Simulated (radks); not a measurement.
Task: All-electron atom: the thulium ion Tm2+ in [Kr] 4d10 4f13 5s1.5 5p6 6p0.5 (fractional occupations, a model configuration). Method: scalar-relativistic Kohn-Sham, BLYP, spin-unpolarised, spherical densities, point nucleus; computed with a radial shooting solver on a logarithmic mesh with Libxc functionals. Some entries of the table are withheld. Estimate them.

orbital  occ.  eigenvalue (eV)  r(max) (bohr)  <r> (bohr)
1s          2        -59317.24        0.01261     0.02001
2s          2        -10023.03        0.07188     0.08487
2p          6        -8851.507        0.05854     0.07541
3s          2        -2266.349         0.2032      0.2210
3p          6        -1911.696         0.2002      0.2203
3d         10        -1474.046         0.1632      0.1998
4s          2        -460.9205         0.4643      0.4979
4p          6        -344.4465         0.4856      0.5286
4d         10        -189.8594         0.5012         (1)
5s        1.5         -71.6496          1.089       1.222
5p          6         -44.7431          1.246       1.446
4f         13         -21.3288         0.4960      0.7875
6s          0         -16.7873          2.860         (2)
5d          0         -15.7355          1.810       2.319
6p        0.5         -11.8527          3.549       3.953

Result: 
(1) 4d <r> (bohr): 0.5720
(2) 6s <r> (bohr): 3.189
